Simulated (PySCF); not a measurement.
H3O4P, SMILES OP(O)(=O)O (connectivity only; charge and spin as stated), charge -1, multiplicity 2. Atoms are numbered in the order given.

```xyz
8

O      0.6010     0.1836     1.3724
P     -0.1896    -0.0672    -0.0953
O      0.6992    -0.1447    -1.3470
O     -0.3915    -1.7919     0.2922
O     -0.5788     1.7639    -0.1249
H      0.6503     1.1467     1.4474
H     -0.1143    -2.2217    -0.5290
H     -0.3311     1.9943    -1.0309
```
Charge -1, spin multiplicity 2.

Coordinates come from a B3LYP-D3(BJ)/def2-SVPD optimisation. The multiplicity is an assumed one; other spin states were not compared. Other conformers were not sampled.

Method: PBE/def2-SVPD (PySCF).

Mulliken values depend strongly on the basis, most of all with diffuse functions as here. Atomic charges (e):

```json
[
 {"atom": "O1", "meta-Löwdin": "___", "Mulliken": "-0.44", "Mulliken spin": "-0.06"},
 {"atom": "P2", "meta-Löwdin": "___", "Mulliken": "0.64", "Mulliken spin": "1.20"},
 {"atom": "O3", "meta-Löwdin": "___", "Mulliken": "-0.73", "Mulliken spin": "-0.04"},
 {"atom": "O4", "meta-Löwdin": "___", "Mulliken": "-0.48", "Mulliken spin": "-0.05"},
 {"atom": "O5", "meta-Löwdin": "___", "Mulliken": "-0.55", "Mulliken spin": "-0.03"},
 {"atom": "H6", "meta-Löwdin": "___", "Mulliken": "0.17", "Mulliken spin": "0.00"},
 {"atom": "H7", "meta-Löwdin": "___", "Mulliken": "0.19", "Mulliken spin": "-0.01"},
 {"atom": "H8", "meta-Löwdin": "___", "Mulliken": "0.20", "Mulliken spin": "-0.01"}
]
```

**Question.** Complete the blanks. (Estimate from the structure and the level; the computed values follow.)

**Answer.** 
- O1, meta-Löwdin: -0.70
- P2, meta-Löwdin: 1.21
- O3, meta-Löwdin: -0.90
- O4, meta-Löwdin: -0.74
- O5, meta-Löwdin: -0.78
- H6, meta-Löwdin: 0.32
- H7, meta-Löwdin: 0.30
- H8, meta-Löwdin: 0.29
